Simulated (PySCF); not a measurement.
BaF₂, charge +1, multiplicity 2. Atoms are numbered in the order given.

```xyz
3

Ba     0.0000     0.0000     0.5151
F      0.0000    -0.9922    -1.6026
F      0.0000     0.9922    -1.6026
```
Charge +1, spin multiplicity 2.

Geometry optimised at B3LYP-D3(BJ)/def2-TZVP. The multiplicity is an assumed one; other spin states were not compared. The isomer is the one that the SMILES or the coordinates give; other isomers of the formula were not compared. The def2 effective core potentials stand for the cores of Ba; spin–orbit coupling is left out.

Level of theory: C-PCM-PBE0/def2-SVP (PySCF).

The values are the electrostatic part of the solvation free energy, E(continuum) − E(gas) at the gas-phase geometry, in a cavity of scaled van der Waals radii (PySCF's table); cavitation and dispersion terms are not included. A continuum can't describe solvent molecules that bind to the metal.

```json
[
 {"solvent": "water", "ε": "78.36", "ΔG(elec) (kcal/mol)": "-69.3"},
 {"solvent": "ethanol", "ε": "24.85", "ΔG(elec) (kcal/mol)": "-67.4"},
 {"solvent": "N,N-dimethylformamide", "ε": "37.22", "ΔG(elec) (kcal/mol)": "___"}
]
```

### Question
Some entries are withheld; supply them. (An estimate is asked for; the answer gives what the named calculation found.)

### Answer

- N,N-dimethylformamide, ΔG(elec) (kcal/mol): -68.3
